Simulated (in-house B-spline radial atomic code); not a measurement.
Cs⁺. Computed with a B-spline radial atomic code. Model: non-relativistic spherical atom: semilocal Troullier-Martins pseudo-atom, one channel per l, against all electrons, high spin, G0W0 and RPA with empty states to l = 8, local potential for every l without a channel, a model core (radius 0 = none) keeps its share of the functional.

Without relativity these are model numbers for so heavy an element.

What the tables leave out is listed at the end.

The pseudopotential gives back the lowest level of each angular momentum of its own functional in the configuration it was made in; a second state of the same l is only approximately right. Exact exchange, RPA and GW see the smooth pseudo-orbitals and miss the exchange with the core, for which the functional's share stands in. The column with an uncorrelated core keeps all orbitals and exact exchange, and so separates missing core correlation from pseudisation. Only the three outermost levels and the lowest empty one were computed. RPA here is direct RPA, with no exchange kernel, and its energies carry an (l + 1/2)⁻⁴ tail. A hybrid on a potential with a model core restores only its own semilocal share of the core's exchange.

Command:
```bash
python run_psgw.py task.json out
```
Settings (lengths in bohr, energies in hartree):
```
Z                      55
electrons              54
configuration          [Kr] 4d10 5s2 5p6
generated_in           [Xe] 6s1
functional             lda,vwn
core_shells            8
radius_factor          0.8
core_correction        False
```

Cost of the run: 37 s on 1 thread of Arm Neoverse N1, on a shared host.

Given: made with LDA VWN5; model core radius 0 bohr; local radius 0.708 bohr; mean-field start LDA VWN5.

Valence shells of the generating configuration: 4d, 5s, 5p, 6s.

Channel: s 1.283, p 1.447, d 0.578 (radii in bohr).

Computed: largest level miss in the spin-unpolarised generating configuration 0.134 eV; valence RPA correlation energy all-electron orbitals -1.1242 hartree; all-electron RPA polarisability, core included 14.668 bohr³; pseudo-atom RPA polarisability 14.54 bohr³.

```json
{"level": "5p", "occupied": "1", "mean-field all-electron (eV)": "-18.8", "mean-field pseudo minus all (eV)": "-0.243", "G0W0 all-electron (eV)": "-23.534", "G0W0 uncorrelated core minus all (eV)": "0.018", "G0W0 pseudo minus all (eV)": "-0.943", "exchange self-energy all-electron (eV)": "-21.071", "exchange self-energy pseudo (eV)": "-19.916"}
{"level": "6s (empty)", "occupied": "0", "mean-field all-electron (eV)": "-5.3776", "mean-field pseudo minus all (eV)": "-0.427", "G0W0 all-electron (eV)": "-3.5897", "G0W0 uncorrelated core minus all (eV)": "0.01", "G0W0 pseudo minus all (eV)": "-0.211", "exchange self-energy all-electron (eV)": "-1.5057", "exchange self-energy pseudo (eV)": "-2.0491"}
```

(1) What is the valence RPA correlation energy pseudo?

Given: mean-field start PBE0.

Computed: valence RPA correlation energy all-electron orbitals -1.0643 hartree; valence RPA correlation energy pseudo -1.5028 hartree; pseudo-atom RPA polarisability 12.775 bohr³.

```tsv
level	occupied	mean-field all-electron (eV)	mean-field pseudo minus all (eV)	G0W0 all-electron (eV)	G0W0 uncorrelated core minus all (eV)	G0W0 pseudo minus all (eV)	exchange self-energy all-electron (eV)	exchange self-energy pseudo (eV)
5p	1	-20.111	-0.422	-23.718	0.02	-0.809	-20.948	-20.181
6s (empty)	0	-4.8021	-0.238	-3.6832	0.008	-0.222	-1.1963	-1.3735
```

(2) What is the all-electron RPA polarisability, core included?

Given: mean-field start Hartree-Fock.

Computed: valence RPA correlation energy all-electron orbitals -0.92647 hartree; valence RPA correlation energy pseudo -1.3316 hartree; pseudo-atom RPA polarisability 9.6262 bohr³.

```csv
level,occupied,mean-field all-electron (eV),mean-field pseudo minus all (eV),G0W0 all-electron (eV),G0W0 uncorrelated core minus all (eV),G0W0 pseudo minus all (eV),exchange self-energy all-electron (eV),exchange self-energy pseudo (eV)
5p,1,-23.368,-1.025,-24.113,0.024,-0.481,-20.679,-20.802
5s,1,-38.271,-0.16,-36.413,0.048,-0.359,-26.93,-25.114
6s (empty),0,-3.3473,-0.087,-3.6764,0.004,-0.095,-0.57095,-0.50424
```

(3) What is the all-electron RPA polarisability, core included?

## Answers

(1) -1.5719 hartree.

(2) 13.32 bohr³.

(3) 10.903 bohr³.

Among the listed levels the largest G0W0 shift of the pseudo-atom is -0.94 eV, for 5p on the LDA VWN5 start, while leaving the core uncorrelated moves that level by +0.02 eV. So pseudisation and the lost core exchange, not the missing core correlation, make the error. Not in the tables (levels of low weight, unsolved or above zero; the highest and the empty levels are kept at any weight): on LDA the G0W0 levels 5s (pseudo minus all -0.52 eV, weights 0.38 and 0.37), 4d (pseudo minus all +3.71 eV, weights 0.75 and 0.70); on PBE0 the G0W0 levels 5s (pseudo minus all -0.69 eV, weights 0.64 and 0.64), 4d (pseudo minus all +4.56 eV, weights 0.25 and 0.62); on Hartree-Fock the G0W0 levels 4d (pseudo minus all +5.31 eV, weights 0.43 and 0.77).
